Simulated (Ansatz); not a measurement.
Task: Name a neutral molecule of F, I, O, Zr and H with HOMO–LUMO gap (PBE0/def2-TZVPP) between 6.50 and 6.80 eV and HOMO energy (PBE/def2-TZVPP) between -6.60 and -6.30 eV (Ansatz, PBE0-D4/def2-TZVP geometry).

Result: `[OH][Zr]([OH])([F])[I]` (6.56 eV, -6.42 eV). Other molecules can fit too; these were computed, each in one conformer that needn't be the lowest.
